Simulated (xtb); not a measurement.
xtb input (GFN2-xTB):

```bash
xtb mol.xyz --gfn 2 --sp --chrg 1 --uhf 0
```
mol.xyz:
```
3

F     -0.00000000    -0.00000000    -1.22923556
B      0.00000000     0.00000000     0.00000000
F      0.00000000     0.00000000     1.22923556
```

Output:

```
           -------------------------------------------------
          |                Calculation Setup                |
           -------------------------------------------------

           -------------------------------------------------
          |                 G F N 2 - x T B                 |
           -------------------------------------------------

        Reference                      10.1021/acs.jctc.8b01176
      * Hamiltonian:
        H0-scaling (s, p, d)           1.850000    2.230000    2.230000
        zeta-weighting                 0.500000
      * Dispersion:
        s8                             2.700000
        a1                             0.520000
        a2                             5.000000
        s9                             5.000000
      * Repulsion:
        kExp                           1.500000    1.000000
        rExp                           1.000000
      * Coulomb:
        alpha                          2.000000
        third order                    shell-resolved
        anisotropic                    true
        a3                             3.000000
        a5                             4.000000
        cn-shift                       1.200000
        cn-exp                         4.000000
        max-rad                        5.000000

          ...................................................
          :                      SETUP                      :
          :.................................................:
          :  # basis functions                  12          :
          :  # atomic orbitals                  12          :
          :  # shells                            6          :
          :  # electrons                        16          :
          :  max. iterations                   250          :
          :  Hamiltonian                  GFN2-xTB          :
          :  restarted?                      false          :
          :  GBSA solvation                  false          :
          :  PC potential                    false          :
          :  electronic temp.          300.0000000     K    :
          :  accuracy                    1.0000000          :
          :  -> integral cutoff          0.2500000E+02      :
          :  -> integral neglect         0.1000000E-07      :
          :  -> SCF convergence          0.1000000E-05 Eh   :
          :  -> wf. convergence          0.1000000E-03 e    :
          :  Broyden damping             0.4000000          :
          :  net charge                          1          :
          :  unpaired electrons                  0          :
          ...................................................

 iter      E             dE          RMSdq      gap      omega  full diag
   1    -10.2460176 -0.102460E+02  0.138E+01    7.32       0.0  T
   2    -10.2515660 -0.554842E-02  0.768E+00    8.21       1.0  T
   3    -10.2358223  0.157438E-01  0.298E+00    7.33       1.0  T
   4    -10.2626700 -0.268478E-01  0.670E-01    8.05       1.0  T
   5    -10.2598591  0.281094E-02  0.892E-01    8.39       1.0  T
   6    -10.2630411 -0.318200E-02  0.176E-01    8.16       1.0  T
   7    -10.2631548 -0.113753E-03  0.184E-02    8.11       3.1  T
   8    -10.2631551 -0.294839E-06  0.105E-02    8.11       5.5  T
   9    -10.2631552 -0.882892E-07  0.466E-04    8.10     124.0  T
  10    -10.2631552 -0.168148E-09  0.335E-04    8.10     172.2  T

   *** convergence criteria satisfied after 10 iterations ***

         #    Occupation            Energy/Eh            Energy/eV
      -------------------------------------------------------------
         1        2.0000           -1.2438009             -33.8455
         2        2.0000           -1.2312969             -33.5053
         3        2.0000           -0.9691040             -26.3707
         4        2.0000           -0.9636532             -26.2223
         5        2.0000           -0.9636532             -26.2223
         6        2.0000           -0.9413561             -25.6156
         7        2.0000           -0.9113261             -24.7984
         8        2.0000           -0.9113261             -24.7984 (HOMO)
         9                         -0.6135159             -16.6946 (LUMO)
        10                         -0.6135159             -16.6946
        11                         -0.2694045              -7.3309
        12                          0.9342279              25.4216
      -------------------------------------------------------------
                  HL-Gap            0.2978102 Eh            8.1038 eV
             Fermi-level           -0.7624210 Eh          -20.7465 eV

 SCC (total)                   0 d,  0 h,  0 min,  0.003 sec
 SCC setup                      ...        0 min,  0.000 sec (  5.011%)
 Dispersion                     ...        0 min,  0.000 sec (  1.166%)
 classical contributions        ...        0 min,  0.000 sec (  0.836%)
 integral evaluation            ...        0 min,  0.000 sec ( 12.626%)
 iterations                     ...        0 min,  0.002 sec ( 55.010%)
 molecular gradient             ...        0 min,  0.000 sec ( 16.745%)
 printout                       ...        0 min,  0.000 sec (  8.120%)

         :::::::::::::::::::::::::::::::::::::::::::::::::::::
         ::                     SUMMARY                     ::
         :::::::::::::::::::::::::::::::::::::::::::::::::::::
         :: total energy             -10.194935577045 Eh    ::
         :: gradient norm              0.020831710739 Eh/a0 ::
         :: HOMO-LUMO gap              8.103828091929 eV    ::
         ::.................................................::
         :: SCC energy               -10.263155209693 Eh    ::
         :: -> isotropic ES            0.231021543768 Eh    ::
         :: -> anisotropic ES         -0.000326927951 Eh    ::
         :: -> anisotropic XC         -0.003268578887 Eh    ::
         :: -> dispersion             -0.000416834053 Eh    ::
         :: repulsion energy           0.068219632648 Eh    ::
         :: add. restraining           0.000000000000 Eh    ::
         :: total charge               1.000000000000 e     ::
         :::::::::::::::::::::::::::::::::::::::::::::::::::::

           -------------------------------------------------
          |                Property Printout                |
           -------------------------------------------------

    * Orbital Energies and Occupations

         #    Occupation            Energy/Eh            Energy/eV
      -------------------------------------------------------------
         1        2.0000           -1.2438009             -33.8455
         2        2.0000           -1.2312969             -33.5053
         3        2.0000           -0.9691040             -26.3707
         4        2.0000           -0.9636532             -26.2223
         5        2.0000           -0.9636532             -26.2223
         6        2.0000           -0.9413561             -25.6156
         7        2.0000           -0.9113261             -24.7984
         8        2.0000           -0.9113261             -24.7984 (HOMO)
         9                         -0.6135159             -16.6946 (LUMO)
        10                         -0.6135159             -16.6946
        11                         -0.2694045              -7.3309
        12                          0.9342279              25.4216
      -------------------------------------------------------------
                  HL-Gap            0.2978102 Eh            8.1038 eV
             Fermi-level           -0.7624210 Eh          -20.7465 eV

     #   Z          covCN         q      C6AA      α(0)
     1   9 F        0.722     0.146     8.215     3.385
     2   5 B        1.445     0.707    30.623    11.658
     3   9 F        0.722     0.146     8.215     3.385
Note: The following floating-point exceptions are signalling: IEEE_DENORMAL
normal termination of xtb

 Mol. C6AA /au·bohr⁶  :        119.496699
 Mol. C8AA /au·bohr⁸  :       3245.094493
 Mol. α(0) /au        :         18.427554

Wiberg/Mayer (AO) data.
largest (>0.10) Wiberg bond orders for each atom

 ---------------------------------------------------------------------------
     #   Z sym  total        # sym  WBO       # sym  WBO       # sym  WBO
 ---------------------------------------------------------------------------
     1   9 F    1.775 --     2 B    1.628     3 F    0.147
     2   5 B    3.255 --     3 F    1.628     1 F    1.628
     3   9 F    1.775 --     2 B    1.628     1 F    0.147
 ---------------------------------------------------------------------------

Topologies differ in total number of bonds
Writing topology from bond orders to xtbtopo.mol

molecular dipole:
                 x           y           z       tot (Debye)
 q only:        0.000       0.000       0.000
   full:        0.000      -0.000       0.000       0.000
molecular quadrupole (traceless):
                xx          xy          yy          xz          yz          zz
 q only:       -0.789       0.000      -0.789       0.000       0.000       1.579
  q+dip:       -0.402       0.000      -0.402       0.000      -0.000       0.804
   full:        0.526      -0.000       0.526       0.000      -0.000      -1.053

           -------------------------------------------------
          | TOTAL ENERGY              -10.194935577045 Eh   |
          | GRADIENT NORM               0.020831710739 Eh/α |
          | HOMO-LUMO GAP               8.103828091929 eV   |
           -------------------------------------------------

------------------------------------------------------------------------
------------------------------------------------------------------------
 total:
 SCF:
```
